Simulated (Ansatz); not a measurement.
The molecule LiAl, closed-shell singlet (the spin of the measured ground state).

D_e counts from the fitted minimum to each atom's lowest state at the same level, without counterpoise. The singlet is restricted.

Correlated levels freeze the inner cores; with def2 sets outer-core shells near the valence are correlated too.

The values were computed with Ansatz (a program for electronic structure) with Gaussian orbitals. Values without a source in brackets are computed.

Question: Give the bond energy D_e at the level CCSD(T)/def2-QZVPP.

Answer: 23.9 kcal/mol

Question: What is the computed bond energy D_e (PBE0/def2-TZVPP)?

Answer: 19.8 kcal/mol

Question: What bond energy D_e does wB97M-V/def2-TZVPP give?

Answer: 24.3 kcal/mol

Doubts at one or more of the structures used: a restricted determinant that unrestricted orbitals would lower (CCSD(T)/def2-QZVPP).
